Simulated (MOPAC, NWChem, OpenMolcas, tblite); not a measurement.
**InHCl2O (SMILES [OH][In]([Cl])[Cl]): methods side by side**

The species is InHCl2O (5 atoms), meant as a singlet with charge 0. As SMILES, `[OH][In]([Cl])[Cl]`. Geometry: relaxed at PBE0-D4/def2-TZVP.

Each level gives the dipole moment (D). The values are calculated.

```tsv
level	kind	program	value (D)	CPU time
IPEA1-xTB	semi-empirical	tblite	2.40	under 2 s
MNDO	semi-empirical	MOPAC	1.33	under 2 s
PM6	semi-empirical	MOPAC	1.43	under 2 s
PM7	semi-empirical	MOPAC	1.61	under 2 s
HF/ANO-RCC-MB (DKH2)	Hartree–Fock	OpenMolcas	2.01	11 s
HF/STO-3G	Hartree–Fock	NWChem	2.40	5.5 s
HF/def2-SVP (core potential)	Hartree–Fock	NWChem	1.51	21 s
B3LYP/STO-3G	global hybrid	NWChem	?	13 s
PBE0/def2-SVP (core potential)	global hybrid	NWChem	1.51	28 s
TPSSh/def2-SVP (core potential)	hybrid meta-GGA	NWChem	?	43 s
```

Question: Estimate the missing values from the other rows.

Answer: As computed at these levels: B3LYP/STO-3G: 2.88 D; TPSSh/def2-SVP (core potential): 1.56 D. All-electron rows without a relativistic Hamiltonian named are non-relativistic, while core potentials hold scalar relativity, so basis and relativity change together. The values span 1.33 to 2.88 D. Sets without polarisation functions give poor dipoles. Without the sets that lack polarisation functions the rows with a basis span only 1.51 to 1.56 D. CPU times are rough (shared hosts, several kinds of processor): they show what a rung costs within a factor of a few.
